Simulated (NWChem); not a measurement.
Molecule: MgHOF; SMILES [OH][Mg][F]

```xyz
4

Mg     0.1412    -0.2608     0.0000
F     -0.3352    -1.9546     0.0000
O      0.6156     1.4262     0.0000
H      0.8732     2.3410     0.0000
```
Atoms are numbered in this order, from 1.

Computed with NWChem. Pople sets run with spherical d functions. Structure relaxed at the PBE0/def2-SVP level. GIAO values for the isolated, static molecule; σ is the absolute isotropic shielding, δ = σ(reference) − σ with the isolated reference molecule computed at the same levels (19F: trichlorofluoromethane, 1H: tetramethylsilane, 17O: water).

Problem. Predict the results for B3LYP/6-31G*. Quantities: σ Mg1 (ppm); δ F2 (ppm); δ O3 (ppm); δ H4 (ppm).

Solution. 
- σ Mg1 (ppm) = 576.2
- δ F2 (ppm) = -213.2
- δ O3 (ppm) = -38.5
- δ H4 (ppm) = -0.44
